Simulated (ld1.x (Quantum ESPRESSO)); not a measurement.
Logarithmic derivatives: Ni (Z = 28), TM

```
Element                 : nickel
Generator               : ld1.x (Quantum ESPRESSO) 7.5
Type                    : norm-conserving Troullier–Martins (Kleinman–Bylander form)
Functional              : PBE
Relativity              : fully relativistic
Frozen core             : [Ne]
Valence charge          : 18
Reference configuration : 3s2 3p6 3d8 4s2 4p0
Partial waves           : 3s (bound): rc 1.20 bohr; 3p (bound): rc 1.25 bohr; 3d (bound): rc 0.95 bohr
Local potential         : all-electron potential smoothed inside 0.75 bohr (lloc = -2)
Core correction         : a·sin(br)/r model core inside 0.75 bohr
```

Open shells are filled in proportion to 2j + 1 (rel_dist='average').

Occupied shells without a wave of their own: 4s. They enter only through the test configuration that unscreens the potential, and ld1.x also counts them in the model core charge.

The phase is arctan(r·u′/u) with u = r·R(r), unwrapped; energies in Ry, scanned from -10 to 5 Ry. A pole is an energy at which the radial function vanishes at the test radius. The pseudo phase is shifted by a multiple of π to meet the all-electron one at the reference energy, and phase errors are pseudo minus all-electron; the curves can meet again beyond the range given. Levels narrower than the energy grid can be missing from the lists of poles.

| channel | radius (bohr) | reference energy (Ry) | poles, all-electron | poles, pseudo | unbroken range about the reference energy with phases within 0.05 rad | phase error 1 Ry above the reference energy (rad) |
| --- | --- | --- | --- | --- | --- | --- |
| s | 1.35 | -8.16 | -7.28 | -7.29 | below -0.1 | -0.001 |
| p1/2 | 1.35 | -5.35 | -4.26 | -4.27 | the whole range | -0.000 |
| p3/2 | 1.35 | -5.19 | -4.05 | -4.05 | the whole range | -0.000 |
| d3/2 | 1.35 | -0.66 | 0.93 | 0.93 | the whole range | +0.001 |
| d5/2 | 1.35 | -0.65 | 0.96 | 0.97 | the whole range | +0.001 |

The potential misses its own reference levels by up to 0.4 eV. ld1.x takes every shell without a wave as core, so the model core holds the 4s electrons as well and exchange and correlation see them twice. This cancels in the reference configuration, but the file is broken for other ones, and its errors say nothing about a proper core correction.

Phases in the p3/2 channel:

```tsv
E (Ry)	all-electron	pseudo
-10.00	1.265	1.265
-9.76	1.256	1.256
-9.52	1.247	1.246
-9.28	1.236	1.236
-9.04	1.224	1.224
-8.80	1.210	1.210
-8.56	1.194	1.194
-8.32	1.175	1.175
-8.08	1.153	1.153
-7.84	1.126	1.126
-7.60	1.093	1.092
-7.36	1.050	1.050
-7.12	0.994	0.993
-6.88	0.915	0.914
-6.64	0.800	0.799
-6.40	0.620	0.618
-6.16	0.325	0.324
-5.92	-0.122	-0.123
-5.68	-0.612	-0.613
-5.44	-0.972	-0.972
-5.20	-1.193	-1.193
-4.96	-1.332	-1.332
-4.72	-1.425	-1.425
-4.48	-1.490	-1.490
-4.24	-1.539	-1.540
-4.00	-1.578	-1.578
-3.76	-1.609	-1.609
-3.52	-1.635	-1.635
-3.28	-1.657	-1.657
-3.04	-1.677	-1.677
-2.80	-1.694	-1.694
-2.56	-1.710	-1.710
-2.32	-1.724	-1.725
-2.08	-1.738	-1.739
-1.84	-1.751	-1.752
-1.60	-1.763	-1.764
-1.36	-1.776	-1.776
-1.12	-1.787	-1.788
-0.88	-1.799	-1.800
-0.64	-1.811	-1.812
-0.40	-1.823	-1.824
-0.16	-1.835	-1.836
0.08	-1.847	-1.849
0.32	-1.859	-1.862
0.56	-1.873	-1.875
0.80	-1.886	-1.889
1.04	-1.900	-1.903
1.28	-1.915	-1.919
1.52	-1.931	-1.935
1.76	-1.948	-1.953
2.00	-1.966	-1.972
2.24	-1.986	-1.992
2.48	-2.007	-2.014
2.72	-2.030	-2.038
2.96	-2.056	-2.065
3.20	-2.084	-2.095
3.44	-2.115	-2.127
3.68	-2.149	-2.164
3.92	-2.188	-2.205
4.16	-2.232	-2.252
4.40	-2.281	-2.306
4.64	-2.337	-2.367
4.88	-2.402	-2.437
```
